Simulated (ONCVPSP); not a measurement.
## How hard is this Al ONCV potential?

Al (Z = 13), optimised norm-conserving Vanderbilt (ONCV), made with ONCVPSP 4.0.1 (PBE, scalar-relativistic). Core [Ne], reference 3s2 3p1. Waves: 3s: rc 2.15 bohr, ncon 4, nbas 8, qcut 3 1/bohr, 1 projector; 3p: rc 2.75 bohr, ncon 4, nbas 7, qcut 3.4 1/bohr, 1 projector; d scattering state at 0.06 Ha: rc 3.00 bohr, ncon 4, nbas 8, qcut 3.4 1/bohr, 3 projectors, debl 1.7 Ha. Local part: polynomial inside 1.35 bohr (lpopt 5, dvloc0 -1 Ha). Core correction: polynomial model core, fcfact 0.6.

Problem. For each optimised wave give the share of its norm inside rc, the residual kinetic energy above qcut (Ha) and the cutoffs (Ha) for errors of 10, 1, 0.1 and 0.01 mHa per electron.

Solution.

```json
{"wave": "3s", "norm inside rc": "0.394", "residual KE": "1.4e-03", "10 mHa": "2.7", "1 mHa": "5.2", "0.1 mHa": "30.0", "0.01 mHa": "37.9"}
{"wave": "3p", "norm inside rc": "0.376", "residual KE": "8.3e-06", "10 mHa": "1.3", "1 mHa": "2.0", "0.1 mHa": "2.8", "0.01 mHa": "5.6"}
{"wave": "d projector 1", "norm inside rc": "0.070", "residual KE": "1.3e-05", "10 mHa": "1.1", "1 mHa": "2.8", "0.1 mHa": "4.5", "0.01 mHa": "6.0"}
{"wave": "d projector 2", "norm inside rc": "0.337", "residual KE": "2.6e-02", "10 mHa": "7.3", "1 mHa": "28.4", "0.1 mHa": "33.8", "0.01 mHa": "42.0"}
{"wave": "d projector 3", "norm inside rc": "0.186", "residual KE": "2.6e-01", "10 mHa": "9.1", "1 mHa": "16.5", "0.1 mHa": "31.6", "0.01 mHa": "37.3"}
```

The occupied waves need 5.2 Ha and 30 Ha for 1 and 0.1 mHa. The cutoffs count occupied waves only; projector 2 of the d channel, the hardest unoccupied one, needs 28 Ha at the loose tolerance.
